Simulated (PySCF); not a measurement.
PySCF input for trans-dichloroethylene (C2H2Cl2), SMILES Cl/C=C/Cl, PBE/pcJ-1. The structure is a stationary point at TPSSh-D3(BJ)/def2-SVP.

```python
import numpy as np
from pyscf import gto, scf, dft
from pyscf.prop.ssc import rks as ssc

mol = gto.M(
    atom='''
    Cl   -0.05051980    2.15761351    0.00000000
    C     0.44574446    0.49773990    0.00000000
    C    -0.44574446   -0.49773990    0.00000000
    Cl    0.05051980   -2.15761351    0.00000000
    H     1.52562745    0.34205512    0.00000000
    H    -1.52562745   -0.34205512    0.00000000
    ''',
    basis='pcJ-1',
    charge=0,
    spin=0,
    max_memory=1600,
    verbose=3,
)
mf = dft.RKS(mol, xc='pbe')
mf.grids.level = 3
mf.conv_tol = 1e-10
mf.max_cycle = 100
mf.kernel()
j = ssc.SSC(mf)
j.with_fcsd = True
j.max_cycle_cphf = 80
j.conv_tol = 1e-7
e11 = j.kernel()
```

Output:

```
converged SCF energy = -991.495649996544
Reduced spin-spin coupling constant K (Hz)
               #0        #1        #2        #3        #4
        0 Cl   0.00000
        1 C  -49.59705   0.00000
        2 C    3.21592  47.13771   0.00000
        3 Cl -17.62601   3.23095 -49.57723   0.00000
        4 H    2.68911  24.63300   0.34589   0.51440   0.00000
        5 H    0.51408   0.34585  24.63299   2.68910   0.39673
               #5
        5 H    0.00000
Spin-spin coupling constant J (Hz)
               #0        #1        #2        #3        #4
        0 Cl   0.00000
        1 C  -38.17612   0.00000
        2 C    2.47538  93.02765   0.00000
        3 Cl  -5.29154   2.48694 -38.16086   0.00000
        4 H    8.23001 193.29306   2.71419   1.57431   0.00000
        5 H    1.57333   2.71389 193.29298   8.22997  12.37808
               #5
        5 H    0.00000
```

Self-consistency was reached.
